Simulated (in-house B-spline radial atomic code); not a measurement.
A fraction x of an electron is removed from 3p in Sc3+, starting from [Ne] 3s2 3p6 and keeping the highest spin. Level of theory: non-relativistic PW91, spin-polarised, spherical fractional occupations, point nucleus; calculated with a B-spline radial code for spherical atoms.

```csv
x,E(x) - E(0) (eV),3p down level (eV)
0,0.0000,-64.665
0.1,6.5543,-66.423
0.19,12.6039,-68.013
0.32,21.5956,-70.323
0.43,29.4391,-72.288
0.5,34.5432,-73.544
0.57,39.7353,-74.804
0.66,46.5408,-76.429
0.84,60.5920,-79.699
0.93,67.8388,-81.343
1,73.5777,-82.626
```

The exact functional would give a straight line between the two integer points. Deviations E(x) - E(0) - x[E(1) - E(0)], in eV: -0.803 at x = 0.1, -1.376 at x = 0.19, -1.949 at x = 0.32, -2.199 at x = 0.43, -2.246 at x = 0.5, -2.204 at x = 0.57, -2.02 at x = 0.66, -1.213 at x = 0.84, -0.588 at x = 0.93.

The curve lies below the straight line by up to 2.246 eV (at x = 0.5): convex, the delocalisation error that favours fractional charges.

Task: How well does Slater's transition state (minus the level at half occupation) give the ionisation energy?

Result: It gives 73.544 eV against 73.578 eV from the two total energies; NIST lists 73.49 eV, ground level to ground level.
